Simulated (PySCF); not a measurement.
Polarisability and C₆ of Cd+ (cadmium, charge +1)

[Kr] 4d10 5s1, 2S determinant. All numbers are calculated (PySCF 2.14, scalar relativity through the core potential, in aug-cc-pVTZ-PP with one added diffuse shell each of s, p, d, f, g type with ECP28MDF (7s7p6d4f3g, 113 functions)). Coupled (time-dependent) response in atomic units; α is the mean over directions.

| method | mean α (bohr³) | C₆ (like pair) | S(−4) |
| --- | --- | --- | --- |
| wB97M-V | 26.70 | 159.2 | 533.5 |

S(−4) is the Cauchy moment in α(ω) = α(0) + S(−4) ω² + …

α(iu) at wB97M-V:

```
u (hartree)  α(iu) (bohr³)
          0          26.70
     0.0500          25.45
      0.100          22.46
      0.200          16.11
      0.300          11.91
      0.500          7.715
      0.750          5.387
       1.00          4.128
       1.50          2.743
       2.00          1.978
       3.00          1.167
       5.00         0.5344
```

For an ion, C₆ is the dispersion term alone; charge-induced terms of lower order in 1/R come first.

Energies and moments cover only the electrons outside the core potential.
